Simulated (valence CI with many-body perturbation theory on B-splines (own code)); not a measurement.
## Ladder of approximations for Os³⁵⁺

Computed by valence CI with perturbative core correlation (CI+MBPT): five valence electrons over a frozen Dirac-Fock core [Kr], radial functions for each j: 7 s, 7 p, 8 d, 6 f, 4 g, 1 h, with the one-electron correlation potential Σ1 (screened to all orders), the two-electron term Σ2, the three-electron term Σ3, Breit, model QED; selected single and double excitations, second order for the rest (own B-spline code, finite nucleus).

The last digits are not significant, and no measured levels were compared; by estimate large intervals hold to a few tenths of a per cent, small ones and those within an open d or f shell to about a per cent. Only levels of the ground parity were solved; by the run's estimate the other parity begins above the list, which can be wrong where configurations are misplaced.

Each rung adds one term. CI alone is the Dirac-Coulomb CI over the frozen core; QED comes last and gives the full result, which names the levels. Energies are above (4d3/2^4 4d5/2) J=5/2 on the same rung, in eV.

Levels are named by their leading jj configuration (3d3/2^4 stands for four electrons in 3d with j = 3/2), which in mixed levels can hold well under half, so a name can repeat and another be missing. Letters in brackets count levels of one name in rising energy.

| Level | CI alone |
| --- | --- |
| (4d3/2^3 4d5/2^2) J=5/2 [a] | 15.231 |
| (4d3/2^3 4d5/2^2) J=7/2 [a] | 20.530 |
| (4d3/2^3 4d5/2^2) J=3/2 [a] | 20.837 |
| (4d3/2^3 4d5/2^2) J=11/2 | 21.860 |
| (4d3/2^3 4d5/2^2) J=9/2 | 23.423 |
| (4d3/2^3 4d5/2^2) J=5/2 [b] | 24.398 |
| (4d3/2^3 4d5/2^2) J=1/2 | 25.190 |
| (4d3/2^3 4d5/2^2) J=7/2 [b] | 26.610 |
| (4d3/2^3 4d5/2^2) J=3/2 [b] | 32.015 |
| (4d3/2^2 4d5/2^3) J=5/2 [a] | 35.355 |
| (4d3/2^2 4d5/2^3) J=7/2 [a] | 38.913 |
| (4d3/2^2 4d5/2^3) J=11/2 | 39.906 |
| (4d3/2^2 4d5/2^3) J=9/2 [a] | 40.426 |
| (4d3/2^2 4d5/2^3) J=1/2 [a] | 41.235 |
| (4d3/2^2 4d5/2^3) J=13/2 | 42.627 |
| (4d3/2^2 4d5/2^3) J=3/2 [a] | 41.856 |

What do these energies become with core correlation, Breit and QED?

(4d3/2^3 4d5/2^2) J=5/2 [a] 15.243 (+0.0122); (4d3/2^3 4d5/2^2) J=7/2 [a] 20.045 (-0.4848); (4d3/2^3 4d5/2^2) J=3/2 [a] 20.578 (-0.2597); (4d3/2^3 4d5/2^2) J=11/2 21.047 (-0.8125); (4d3/2^3 4d5/2^2) J=9/2 22.670 (-0.7525); (4d3/2^3 4d5/2^2) J=5/2 [b] 23.787 (-0.6103); (4d3/2^3 4d5/2^2) J=1/2 24.769 (-0.4213); (4d3/2^3 4d5/2^2) J=7/2 [b] 25.698 (-0.9119); (4d3/2^3 4d5/2^2) J=3/2 [b] 31.575 (-0.4398); (4d3/2^2 4d5/2^3) J=5/2 [a] 35.131 (-0.2234); (4d3/2^2 4d5/2^3) J=7/2 [a] 38.259 (-0.6534); (4d3/2^2 4d5/2^3) J=11/2 38.928 (-0.9780); (4d3/2^2 4d5/2^3) J=9/2 [a] 39.545 (-0.8811); (4d3/2^2 4d5/2^3) J=1/2 [a] 40.676 (-0.5588); (4d3/2^2 4d5/2^3) J=13/2 41.281 (-1.3455); (4d3/2^2 4d5/2^3) J=3/2 [a] 41.587 (-0.2684).

How does the ionisation energy move along the ladder, and which term matters most?

CI alone 1523.5, + Σ1 1526.1, + Σ2 1529.5, + Σ3 1529.6, + Breit 1529.1, + QED 1529.1 eV. The largest step is Σ2, 3.3 eV. NIST lists 1528 ± 5 eV (theoretical).
